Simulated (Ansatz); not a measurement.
`C#[C][AlH][F]` + `C=CCl` → `C=[C](Cl)[AlH][F]` + `C#C` at 600 K and 1 bar (formal exchange of groups at the Al–C bond).

Computed with Ansatz on PBE0-D4/def2-TZVP structures; ΔE is electronic, products minus reactants. CCSD(T)/CBS adds triple-zeta CCSD(T) − MP2 to the extrapolated MP2 energy (def2 sets, frozen cores). This one scheme is used for every species. One conformer a species, not always the lowest.

```csv
species,CCSD(T)/CBS energy (Eh),H − E (kJ/mol),S (J/(mol·K))
`C#[C][AlH][F]`,-419.13611,117.5,366.0
`C=CCl`,-537.65823,144.6,309.8
`C=[C](Cl)[AlH][F]`,-879.54815,166.0,425.6
`C#C`,-77.22717,96.2,235.4
```

H − E and S are ideal-gas, rigid-rotor, harmonic terms from PBE0-D4/def2-TZVP, for one conformer and one mirror image of each species. 1 Eh = 2625.50 kJ/mol, R = 8.31446 J/(mol·K).

Question: By hand: ΔE, ΔH, ΔS and ΔG.

Answer: ΔE = (-879.54815) + (-77.22717) − (-419.13611) − (-537.65823) = 0.01902 Eh = 49.9 kJ/mol. Δ(H − E) = 166.0 + 96.2 − 117.5 − 144.6 = 0.1, so ΔH = 50.0 kJ/mol. ΔS = 425.6 + 235.4 − 366.0 − 309.8 = -14.8 J/(mol·K). ΔG = 50.0 − 600 × (-14.8)/1000 = 58.9 kJ/mol.

Question: By hand: the equilibrium constant, and the temperature at which ΔG would vanish if ΔH and ΔS stayed fixed.

Answer: log₁₀ K = −ΔG/(RT ln 10) = -5.1. ΔH and −TΔS have one sign here, so there is no such temperature.

The number of gas molecules stays the same, so ΔS is small and ΔH decides. A doubt of 5 kJ/mol in ΔE shifts log₁₀ K by 0.4 here. Other conformers and mirror images would add mixing entropy, several J/(mol·K) or more a flexible species. These are equilibria of isolated gas molecules and say nothing of rates. Largest T1 diagnostic: 0.013 (customary marks: 0.02 for closed shells, 0.045 for open ones).
